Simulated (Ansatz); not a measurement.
Ga₉N₉H₂₄, a nanocrystal cut from wurtzite GaN (hydrogen-capped). Total charge 0; singlet. Geometry PBE-D4/def2-SVP; atoms count from 1.

```xyz
42

Ga    2.749   -1.837   -2.183
N     1.363   -0.927   -3.393
N     1.989   -1.318   -0.401
Ga    2.093    0.632   -0.111
Ga   -0.145    0.075   -2.540
N     0.693    1.383   -1.326
N     1.402    0.993    1.703
Ga    1.539    2.940    2.164
Ga   -0.735    2.400   -0.424
N     0.192    3.680    0.804
Ga    0.237   -2.175   -0.088
N    -1.011   -1.195   -1.305
N    -0.351   -1.659    1.725
Ga   -0.384    0.272    2.138
Ga   -2.500   -0.270   -0.402
N    -1.581    1.051    0.739
Ga   -2.086   -2.541    2.212
N    -3.304   -1.610    0.847
H     4.107   -1.061   -2.444
H     2.560   -3.392   -2.426
H     1.863   -0.286   -4.026
H     0.966   -1.642   -4.020
H     2.641   -1.744    0.280
H     3.508    1.264   -0.412
H    -1.094    0.693   -3.641
H     1.182    2.060   -1.933
H     2.061    0.537    2.356
H     2.947    3.511    1.712
H     0.891    3.211    3.585
H    -1.722    3.171   -1.387
H     0.671    4.390    0.232
H    -0.524    4.213    1.319
H     0.207   -3.728   -0.369
H    -1.446   -1.917   -1.901
H     0.332   -2.079    2.378
H    -0.897    0.624    3.589
H    -3.602    0.325   -1.363
H    -2.327    1.548    1.253
H    -2.062   -4.066    1.781
H    -2.579   -2.031    3.629
H    -3.771   -2.338    0.286
H    -4.073   -1.156    1.361
```

Single mean-field runs in def2-SVP are fitted with def2-universal-jkfit.

Question: Estimate the Mulliken populations of the heavy atoms from the PBE0/def2-SVP orbitals of Ansatz.

Answer: 
| atom | charge (e) |
| --- | --- |
| Ga1 | 0.38 |
| N2 | -0.48 |
| N3 | -0.72 |
| Ga4 | 0.60 |
| Ga5 | 0.60 |
| N6 | -0.75 |
| N7 | -0.72 |
| Ga8 | 0.38 |
| Ga9 | 0.60 |
| N10 | -0.48 |
| Ga11 | 0.60 |
| N12 | -0.75 |
| N13 | -0.72 |
| Ga14 | 0.60 |
| Ga15 | 0.60 |
| N16 | -0.75 |
| Ga17 | 0.38 |
| N18 | -0.48 |
Mulliken values depend strongly on the basis.

Question: And the Mayer bond orders between heavy atoms (over 0.3)?

Answer: Ga1–N2 0.57 (2.05 Å); Ga1–N3 0.63 (2.01 Å); N2–Ga5 0.66 (2.00 Å); N3–Ga4 0.67 (1.97 Å); N3–Ga11 0.67 (1.97 Å); Ga4–N6 0.61 (2.00 Å); Ga4–N7 0.67 (1.97 Å); Ga5–N6 0.68 (1.97 Å); Ga5–N12 0.68 (1.97 Å); N6–Ga9 0.68 (1.97 Å); N7–Ga8 0.63 (2.01 Å); N7–Ga14 0.67 (1.97 Å); Ga8–N10 0.57 (2.05 Å); Ga9–N10 0.66 (2.00 Å); Ga9–N16 0.68 (1.97 Å); Ga11–N12 0.61 (2.00 Å); Ga11–N13 0.67 (1.97 Å); N12–Ga15 0.68 (1.97 Å); N13–Ga14 0.67 (1.97 Å); N13–Ga17 0.63 (2.01 Å); Ga14–N16 0.61 (2.00 Å); Ga15–N16 0.68 (1.97 Å); Ga15–N18 0.66 (2.00 Å); Ga17–N18 0.57 (2.05 Å).
